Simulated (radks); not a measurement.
The numbers below are computed, except where a source is named.
Isoelectronic series with 13 electrons, all held in the configuration [Ne] 3s2 3p1, which need not be the ground one along the series. Code: a radial shooting solver on a logarithmic mesh with Libxc functionals. Model: Dirac Kohn-Sham, BLYP, spin-unpolarised, spherical densities, finite nucleus; open shells are shared between the two j in proportion to 2j + 1; Fermi nuclear charge, rms radius of each element as measured or else 0.836 A^(1/3) + 0.57 fm. Total energies (hartree) and orbital eigenvalues (Ry):

| ion | E (hartree) | 3p3/2 | 3p1/2 |
|---|---|---|---|
| Al | -242.83569 | -0.18799 | -0.18922 |
| Si+ | -289.72086 | -0.84544 | -0.84853 |
| P2+ | -341.02605 | -1.77385 | -1.77978 |
| S3+ | -396.74446 | -2.95035 | -2.96030 |
| Cl4+ | -456.87692 | -4.36539 | -4.38083 |
| Ar5+ | -521.42797 | -6.01390 | -6.03657 |
| K6+ | -590.40445 | -7.89287 | -7.92482 |
| Ca7+ | -663.81476 | -10.00040 | -10.04401 |
| Sc8+ | -741.66863 | -12.33522 | -12.39325 |
| Ti9+ | -823.97687 | -14.89648 | -14.97208 |
| V10+ | -910.75131 | -17.68362 | -17.78035 |
| Cr11+ | -1002.00453 | -20.69624 | -20.81812 |
| Mn12+ | -1097.75009 | -23.93410 | -24.08561 |
| Fe13+ | -1198.00243 | -27.39703 | -27.58317 |
| Co14+ | -1302.77669 | -31.08498 | -31.31128 |
| Ni15+ | -1412.08909 | -34.99793 | -35.27048 |
| Cu16+ | -1525.95594 | -39.13592 | -39.46142 |
| Zn17+ | -1644.39547 | -43.49904 | -43.88479 |
